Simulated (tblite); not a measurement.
Record of a relaxation.

Compound: C₄H₆F₂N (doublet state).
SMILES with atom numbers: `[H]/[N:3]=[C:2](\[CH3:1])[C:4]([F:5])[CH2:6][F:7]` (hydrogens: H8, H9, H10 on C1; H11 on N3; H12, H13 on C6)
Bond orders are those of one Lewis drawing.

Computed with GFN2-xTB (tblite), gas phase: L-BFGS steps from a force-field or distance-geometry start until the largest atomic force falls under 0.01 eV/Å. 11 of its 34 geometries are shown.

Step 0: E = -650.8527 eV, largest atomic force 2.727 eV/Å
```
atom  x, y, z in Å  |  force x, y, z in eV/Å
C1     -1.803   -0.549   -0.028   -0.284  -0.341   0.002
C2     -0.532    0.246    0.027    1.391  -0.969  -0.046
N3     -0.549    1.525    0.188   -0.341   0.106  -0.054
C4      0.752   -0.467   -0.080   -2.666   0.553   0.158
F5      0.686   -1.814   -0.215    0.412   0.867   0.070
C6      2.034    0.252   -0.017    0.410  -0.413   0.272
F7      3.088   -0.608   -0.139    0.158  -0.014   0.015
H8     -2.367   -0.386    0.903    0.149  -0.076  -0.303
H9     -1.626   -1.619   -0.152   -0.055   0.185   0.022
H10    -2.414   -0.190   -0.866    0.106  -0.112   0.201
H11    -1.532    1.859    0.240    0.823  -0.038   0.004
H12     2.113    0.974   -0.828   -0.031   0.278  -0.172
H13     2.148    0.776    0.949   -0.072  -0.026  -0.168
```

Step 3: E = -650.9927 eV, largest atomic force 0.266 eV/Å
```
atom  x, y, z in Å  |  force x, y, z in eV/Å
C1     -1.805   -0.560   -0.029   -0.125  -0.115  -0.010
C2     -0.529    0.226    0.030   -0.009   0.127   0.029
N3     -0.540    1.517    0.182    0.134  -0.037  -0.030
C4      0.697   -0.443   -0.072    0.176   0.126   0.041
F5      0.704   -1.770   -0.212    0.089  -0.068  -0.022
C6      2.026    0.239   -0.015    0.033   0.168  -0.029
F7      3.090   -0.613   -0.137   -0.263  -0.035   0.012
H8     -2.362   -0.391    0.891   -0.060  -0.053   0.042
H9     -1.630   -1.620   -0.152   -0.016  -0.155  -0.019
H10    -2.409   -0.196   -0.858   -0.041  -0.035  -0.045
H11    -1.499    1.860    0.241    0.180   0.151   0.018
H12     2.109    0.979   -0.827   -0.050  -0.042   0.063
H13     2.143    0.773    0.940   -0.048  -0.033  -0.048
```

Step 7: E = -651.0164 eV, largest atomic force 0.204 eV/Å
```
atom  x, y, z in Å  |  force x, y, z in eV/Å
C1     -1.815   -0.579   -0.030    0.074   0.074   0.017
C2     -0.536    0.223    0.034   -0.017  -0.062  -0.027
N3     -0.509    1.514    0.176   -0.028  -0.037   0.018
C4      0.699   -0.428   -0.064   -0.131  -0.148  -0.049
F5      0.732   -1.754   -0.214    0.030  -0.082  -0.007
C6      2.019    0.256   -0.016   -0.076  -0.042   0.035
F7      3.046   -0.630   -0.137    0.060  -0.038  -0.027
H8     -2.373   -0.408    0.892   -0.020  -0.086  -0.054
H9     -1.637   -1.645   -0.155   -0.003   0.136   0.016
H10    -2.417   -0.209   -0.862    0.005  -0.088   0.044
H11    -1.448    1.899    0.245    0.040   0.149   0.001
H12     2.101    0.986   -0.827    0.027   0.100  -0.070
H13     2.135    0.776    0.940    0.039   0.123   0.102
```

Step 10: E = -651.0230 eV, largest atomic force 0.094 eV/Å
```
atom  x, y, z in Å  |  force x, y, z in eV/Å
C1     -1.816   -0.580   -0.029   -0.035   0.002  -0.002
C2     -0.540    0.220    0.033   -0.026   0.016   0.004
N3     -0.501    1.510    0.175    0.026  -0.016   0.009
C4      0.694   -0.434   -0.066    0.011   0.010  -0.011
F5      0.743   -1.761   -0.216   -0.029  -0.021  -0.001
C6      2.011    0.261   -0.014   -0.013  -0.019  -0.004
F7      3.034   -0.635   -0.138    0.032   0.080   0.004
H8     -2.380   -0.421    0.890   -0.018  -0.018   0.001
H9     -1.637   -1.643   -0.154    0.053   0.024   0.005
H10    -2.420   -0.221   -0.861   -0.022  -0.014  -0.004
H11    -1.427    1.926    0.247    0.041   0.021  -0.007
H12     2.099    0.994   -0.830   -0.012  -0.050   0.079
H13     2.135    0.786    0.945   -0.007  -0.013  -0.073
```

Step 13: E = -651.0251 eV, largest atomic force 0.061 eV/Å
```
atom  x, y, z in Å  |  force x, y, z in eV/Å
C1     -1.819   -0.579   -0.028   -0.004  -0.014  -0.004
C2     -0.543    0.219    0.033    0.033   0.007   0.005
N3     -0.495    1.508    0.177    0.034   0.035   0.002
C4      0.691   -0.438   -0.068   -0.001  -0.015   0.015
F5      0.741   -1.765   -0.216   -0.042   0.006  -0.001
C6      2.007    0.258   -0.013    0.018  -0.005  -0.004
F7      3.037   -0.628   -0.138    0.036   0.003   0.007
H8     -2.385   -0.428    0.889   -0.023   0.009   0.023
H9     -1.630   -1.639   -0.154    0.032  -0.047  -0.007
H10    -2.424   -0.227   -0.862   -0.033   0.011  -0.023
H11    -1.415    1.937    0.246    0.024  -0.005  -0.001
H12     2.097    0.993   -0.823   -0.037   0.024  -0.042
H13     2.134    0.789    0.940   -0.037  -0.009   0.029
```

Step 16: E = -651.0262 eV, largest atomic force 0.045 eV/Å
```
atom  x, y, z in Å  |  force x, y, z in eV/Å
C1     -1.821   -0.580   -0.029    0.030   0.010   0.001
C2     -0.543    0.220    0.034   -0.005  -0.004   0.000
N3     -0.487    1.509    0.178    0.004  -0.020  -0.005
C4      0.689   -0.440   -0.067    0.003  -0.001   0.010
F5      0.736   -1.767   -0.217   -0.021  -0.007  -0.002
C6      2.006    0.257   -0.013   -0.004   0.014  -0.004
F7      3.042   -0.622   -0.138    0.002   0.006   0.003
H8     -2.390   -0.431    0.890    0.026  -0.002  -0.036
H9     -1.622   -1.641   -0.154   -0.016   0.031   0.001
H10    -2.430   -0.230   -0.863    0.027  -0.015   0.033
H11    -1.403    1.944    0.246    0.010   0.001   0.002
H12     2.091    0.994   -0.823   -0.028   0.000  -0.026
H13     2.128    0.789    0.940   -0.029  -0.012   0.024
```

Step 20: E = -651.0268 eV, largest atomic force 0.028 eV/Å
```
atom  x, y, z in Å  |  force x, y, z in eV/Å
C1     -1.818   -0.579   -0.029   -0.002  -0.003   0.001
C2     -0.541    0.220    0.034    0.010   0.001  -0.001
N3     -0.482    1.509    0.178    0.005   0.011   0.001
C4      0.689   -0.443   -0.066   -0.006  -0.012  -0.008
F5      0.729   -1.770   -0.217    0.014  -0.008   0.001
C6      2.004    0.257   -0.014   -0.015  -0.008   0.005
F7      3.045   -0.616   -0.137   -0.008   0.010  -0.003
H8     -2.389   -0.432    0.887    0.010   0.010   0.022
H9     -1.620   -1.639   -0.154   -0.001  -0.017  -0.002
H10    -2.429   -0.233   -0.861    0.012   0.016  -0.019
H11    -1.396    1.948    0.246    0.000  -0.001   0.000
H12     2.083    0.993   -0.826   -0.011  -0.005   0.011
H13     2.120    0.787    0.942   -0.010   0.006  -0.007
```

Step 23: E = -651.0271 eV, largest atomic force 0.023 eV/Å
```
atom  x, y, z in Å  |  force x, y, z in eV/Å
C1     -1.817   -0.579   -0.029   -0.012  -0.001  -0.001
C2     -0.540    0.220    0.034   -0.012  -0.007  -0.001
N3     -0.479    1.509    0.177    0.003  -0.009  -0.001
C4      0.689   -0.446   -0.066   -0.007  -0.007  -0.001
F5      0.729   -1.772   -0.218    0.008  -0.008   0.000
C6      2.001    0.257   -0.013    0.009  -0.002  -0.001
F7      3.045   -0.612   -0.137    0.017  -0.016  -0.001
H8     -2.386   -0.432    0.888    0.002   0.007   0.005
H9     -1.619   -1.640   -0.155    0.001   0.002   0.002
H10    -2.426   -0.232   -0.862    0.002   0.012  -0.004
H11    -1.393    1.950    0.246    0.004  -0.007   0.000
H12     2.076    0.992   -0.825   -0.009   0.020  -0.005
H13     2.115    0.787    0.942   -0.007   0.015   0.008
```

Step 26: E = -651.0272 eV, largest atomic force 0.011 eV/Å
```
atom  x, y, z in Å  |  force x, y, z in eV/Å
C1     -1.817   -0.579   -0.029    0.000   0.003   0.000
C2     -0.540    0.219    0.034    0.006  -0.009  -0.001
N3     -0.478    1.508    0.177    0.000  -0.011  -0.002
C4      0.688   -0.448   -0.067    0.011   0.000   0.002
F5      0.730   -1.774   -0.218    0.003   0.000   0.001
C6      2.000    0.256   -0.013    0.001   0.005  -0.002
F7      3.046   -0.612   -0.137   -0.004   0.009   0.003
H8     -2.384   -0.430    0.889   -0.007   0.003  -0.005
H9     -1.620   -1.639   -0.154   -0.008   0.006   0.001
H10    -2.424   -0.230   -0.863   -0.007   0.003   0.006
H11    -1.391    1.949    0.246    0.004  -0.005   0.000
H12     2.074    0.993   -0.825    0.000   0.000   0.006
H13     2.112    0.788    0.942    0.000  -0.002  -0.008
```

Step 30: E = -651.0273 eV, largest atomic force 0.016 eV/Å
```
atom  x, y, z in Å  |  force x, y, z in eV/Å
C1     -1.818   -0.578   -0.029   -0.001  -0.003   0.001
C2     -0.539    0.216    0.033   -0.003   0.008   0.002
N3     -0.475    1.504    0.177    0.009   0.011   0.002
C4      0.690   -0.450   -0.067   -0.011  -0.005  -0.002
F5      0.732   -1.776   -0.217    0.007  -0.005   0.000
C6      2.000    0.257   -0.013   -0.004  -0.001   0.002
F7      3.046   -0.609   -0.136    0.010   0.007  -0.003
H8     -2.385   -0.428    0.889   -0.003   0.002  -0.001
H9     -1.622   -1.639   -0.154   -0.012  -0.010  -0.004
H10    -2.425   -0.227   -0.862   -0.002  -0.001   0.002
H11    -1.388    1.947    0.246    0.000  -0.005  -0.001
H12     2.070    0.995   -0.824    0.006  -0.001  -0.008
H13     2.109    0.789    0.941    0.004   0.002   0.010
```

Step 33: E = -651.0274 eV, largest atomic force 0.008 eV/Å
```
atom  x, y, z in Å  |  force x, y, z in eV/Å
C1     -1.818   -0.578   -0.029   -0.004  -0.001   0.001
C2     -0.538    0.214    0.033   -0.004  -0.002   0.000
N3     -0.473    1.503    0.176   -0.004  -0.004   0.001
C4      0.690   -0.452   -0.067    0.001   0.003  -0.001
F5      0.734   -1.778   -0.217    0.000   0.002   0.001
C6      1.999    0.257   -0.013    0.005   0.001   0.001
F7      3.048   -0.605   -0.136    0.007   0.002  -0.003
H8     -2.386   -0.426    0.888    0.002  -0.001   0.003
H9     -1.626   -1.639   -0.154   -0.006   0.001  -0.001
H10    -2.425   -0.226   -0.862    0.003  -0.002  -0.003
H11    -1.386    1.945    0.246    0.001   0.006   0.000
H12     2.069    0.995   -0.824    0.000  -0.004  -0.002
H13     2.108    0.790    0.941   -0.001  -0.001   0.004
```

Task: Summarise the path.

Result: The energy falls by 4.03 kcal/mol from step 0 to step 33; nine tenths of that is first reached at step 6. It falls at every step. The largest force goes from 2.727 to 0.008 eV/Å. Among the bonds C2–C4 changes most, from 1.473 to 1.401 Å; the atoms move by 0.066 Å rms after alignment.

The cost below is that of the whole relaxation. Hardware: Arm Neoverse V1, one thread, shared host with 32 logical CPUs at a one-minute load of 19. Cost: 0.15 s of wall time.
